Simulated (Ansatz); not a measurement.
Ga6Sb6, 12 atoms. Hardware: 2 threads of AMD EPYC 7R13 on a shared host and a share (18 GiB) of an NVIDIA H100 80GB HBM3.

In the def2 sets Sb takes a core potential; there is no spin–orbit coupling. Correlated methods freeze 78 core orbitals; core or outer-core shells of Ga, Sb are correlated, in sets that lack core-valence functions. Single mean-field runs in def2-TZVP are fitted with def2-universal-jkfit.

**Question.** How many basis functions does each of these Ansatz runs have, and roughly what does it cost? PBE-D4/def2-TZVP, charge 0 triplet at the geometry of the charge 0 singlet, energy, from earlier orbitals; PBE0-D4/def2-TZVP, charge -1 doublet at the geometry of the charge 0 singlet, energy; RPA@PBE/def2-SVP, charge 0 singlet, energy, from earlier orbitals; MP2/def2-SVP, charge 0 singlet, energy, from earlier orbitals; r2SCAN-D4/def2-TZVP, charge 0 singlet, energy, from earlier orbitals; PBE-QIDH/def2-TZVP, charge 1 doublet at the geometry of the charge 0 singlet, energy, from earlier orbitals; PBE-D4/def2-SVP, charge 0 singlet, energy, from earlier orbitals; PBE0-D4/def2-TZVP, charge 0 triplet at the geometry of the charge 0 singlet, energy; PBE0-D4/def2-TZVP, charge 1 doublet at the geometry of the charge 0 singlet, energy; PBE-D4/def2-TZVP, charge 0 singlet, energy and forces, from earlier orbitals; PBE-D4/def2-TZVP, charge -1 doublet at the geometry of the charge 0 singlet, energy, from earlier orbitals; PBE-D4/def2-TZVP, charge 1 doublet at the geometry of the charge 0 singlet, energy, from earlier orbitals.

**Answer.** Other jobs shared the machine, so times can vary by a factor of up to 3. A dash marks memory too small to be measured apart from the calling script's.

| run | functions | fitting or Cholesky vectors | wall time | peak host memory (GiB) |
| --- | --- | --- | --- | --- |
| PBE-D4/def2-SVP, charge 0 singlet, energy, from earlier orbitals | 348 | 4026 | 3.4 s | – |
| PBE-D4/def2-TZVP, charge 0 triplet at the geometry of the charge 0 singlet, energy, from earlier orbitals | 588 | 2904 | 5.5 s | 1.2 |
| r2SCAN-D4/def2-TZVP, charge 0 singlet, energy, from earlier orbitals | 588 | 2904 | 6 s | – |
| PBE-D4/def2-TZVP, charge 0 singlet, energy and forces, from earlier orbitals | 588 | 2904 | 6.5 s | 1.1 |
| PBE-D4/def2-TZVP, charge 1 doublet at the geometry of the charge 0 singlet, energy, from earlier orbitals | 588 | 2904 | 7 s | 1.1 |
| PBE0-D4/def2-TZVP, charge 0 triplet at the geometry of the charge 0 singlet, energy | 588 | 2904 | 8 s | 1.2 |
| MP2/def2-SVP, charge 0 singlet, energy, from earlier orbitals | 348 | 3918 | 8 s | – |
| RPA@PBE/def2-SVP, charge 0 singlet, energy, from earlier orbitals | 348 | 3918 | 9 s | 2 |
| PBE-D4/def2-TZVP, charge -1 doublet at the geometry of the charge 0 singlet, energy, from earlier orbitals | 588 | 2904 | 11 s | 1.1 |
| PBE0-D4/def2-TZVP, charge 1 doublet at the geometry of the charge 0 singlet, energy | 588 | 2904 | 13 s | 1.2 |
| PBE0-D4/def2-TZVP, charge -1 doublet at the geometry of the charge 0 singlet, energy | 588 | 2904 | 18 s | 1.2 |
| PBE-QIDH/def2-TZVP, charge 1 doublet at the geometry of the charge 0 singlet, energy, from earlier orbitals | 588 | 2904 | 18 s | 4.2 |
